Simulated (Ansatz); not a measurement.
Reaction (redistribution): `[CH3][SnH2][Cl]` + `[NH2][Zr]([F])([Cl])[Cl]` → `[CH3][SnH2][F]` + `[NH2][Zr]([Cl])([Cl])[Cl]`

Calculated with Ansatz (gas phase, PBE0-D4/def2-TZVP geometries, no zero-point term in ΔE). CBS: MP2 limit from def2 TZ/QZ plus the TZ coupled-cluster correction, frozen cores. Functionals use def2-TZVPP. B3LYP here is the variant with VWN-RPA as its local correlation; programs differ in this. HSE06 is defined as in plane-wave codes. def2 core potentials past Kr. For Sn, Zr outer-core shells are correlated without core-valence functions, which leaves a few kJ/mol of doubt a bond. One conformer a species, not always the lowest.

| level | ΔE (kJ/mol) |
| --- | --- |
| BLYP-D4 | 52.1 |
| PBE-QIDH | 54.0 |
| B3LYP | 54.1 |
| HSE06 | 56.1 |

Q: What does CCSD(T)/CBS give? (An estimate is asked.)

A: Computed: +50.4 kJ/mol. The listed levels differ from it by 1.7, 3.6, 3.7, 5.7 kJ/mol.

Largest T1 diagnostic among the species: 0.016.

Leaving LDA and LC-ωPBE aside and taking each functional with its dispersion term where it has one, the values, not all of them listed here, spread over 7.8 kJ/mol, from B97M-V to ωB97X-V. At CCSD(T), def2-SVP lies +6.7 kJ/mol from the extrapolated value and def2-TZVPP +1.3 kJ/mol. In def2-TZVPP, CCSD(T) changes the Hartree–Fock value by −4.1 kJ/mol (the triples alone add −2.0 kJ/mol) and MP2 by −5.8 kJ/mol.
